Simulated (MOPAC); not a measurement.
MOPAC input (PM3):

```
PM3 PRECISE GNORM=0.05 LET XYZ GEO-OK AUX(PRECISION=9) THREADS=1
C2HClF2

C     0.49340100 1   -0.59685400 1    0.01157200 1
C    -0.79925400 1   -0.33162200 1    0.07436000 1
F    -1.72376400 1   -1.26740200 1    0.19996900 1
F    -1.34397000 1    0.86328500 1    0.02315200 1
Cl    1.68238800 1    0.63658900 1   -0.15211800 1
H     0.84413700 1   -1.61410400 1    0.06231800 1
```

From the output:

```
                                                       MOPAC v23.2.5 Linux

          FINAL HEAT OF FORMATION =        -83.83284 KCAL/MOL =    -350.75659 KJ/MOL

          COSMO AREA              =        106.71 SQUARE ANGSTROMS
          COSMO VOLUME            =         90.94 CUBIC ANGSTROMS

          GRADIENT NORM           =          0.02017          =       0.00824 PER ATOM
          IONIZATION POTENTIAL    =          9.935570 EV
          HOMO LUMO ENERGIES (EV) =         -9.936 -0.169
          NO. OF FILLED LEVELS    =         15
          MOLECULAR WEIGHT        =         98.4797         POINT GROUP:  Cs

          MOLECULAR DIMENSIONS (Angstroms)

            Atom       Atom       Distance
           Cl     5    F     3     3.89597
            H     6    F     4     3.27508
            H     6    F     3     0.00000

          SCF CALCULATIONS        =         20

   ATOM   CHEMICAL          X               Y               Z
  NUMBER   SYMBOL      (ANGSTROMS)     (ANGSTROMS)     (ANGSTROMS)

     1       C          0.54212244  *  -0.60737032  *   0.00924287  *
     2       C         -0.77546666  *  -0.34556384  *   0.07385457  *
     3       F         -1.75314358  *  -1.23847950  *   0.19975429  *
     4       F         -1.33786109  *   0.85804372  *   0.02314117  *
     5      Cl          1.64394558  *   0.63668243  *  -0.14969192  *
     6       H          0.92285947  *  -1.63304097  *   0.05869360  *

                             CARTESIAN COORDINATES

   1    C        0.542122443    -0.607370316     0.009242866
   2    C       -0.775466661    -0.345563836     0.073854572
   3    F       -1.753143578    -1.238479504     0.199754289
   4    F       -1.337861087     0.858043717     0.023141167
   5   Cl        1.643945577     0.636682430    -0.149691918
   6    H        0.922859473    -1.633040974     0.058693598

           Empirical Formula: C2 H F2 Cl  =     6 atoms

      MOLECULAR POINT GROUP   :   Cs

                  EIGENVALUES
 -55.70599 -33.32530 -25.90446 -24.51454 -19.54416 -19.03695 -19.01970 -18.71087
 -16.99411 -16.41836 -16.06811 -14.96360 -12.48336 -10.85933  -9.93557  -0.16877
   0.76407   1.58341   2.66126   4.00399   4.24942

              NET ATOMIC CHARGES AND DIPOLE CONTRIBUTIONS

  ATOM NO.   TYPE          CHARGE      No. of ELECS.   s-Pop       p-Pop
    1          C          -0.270606        4.2706     1.21774     3.05287
    2          C           0.150641        3.8494     1.16353     2.68583
    3          F          -0.075833        7.0758     1.75113     5.32470
    4          F          -0.075382        7.0754     1.75020     5.32518
    5         Cl           0.122091        6.8779     1.97665     4.90126
    6          H           0.149089        0.8509     0.85091
 DIPOLE           X         Y         Z       TOTAL
 POINT-CHG.     1.482    -0.116    -0.085     1.489
 HYBRID        -0.300    -0.504     0.055     0.589
 SUM            1.182    -0.621    -0.030     1.336

          ATOMIC ORBITAL ELECTRON POPULATIONS

     Atom    s        px        py        pz
    1  C   1.21774   0.91647   1.01162   1.12478
    2  C   1.16353   0.88287   0.78765   1.01531
    3  F   1.75113   1.65371   1.72147   1.94952
    4  F   1.75020   1.86679   1.50511   1.95328
    5 Cl   1.97665   1.53077   1.43134   1.93914
    6  H   0.85091

 **********************
 *                    *
 * JOB ENDED NORMALLY *
 *                    *
 **********************

 == MOPAC DONE ==
```

The geometry given is a B3LYP-D3(BJ)/def2-TZVP minimum.
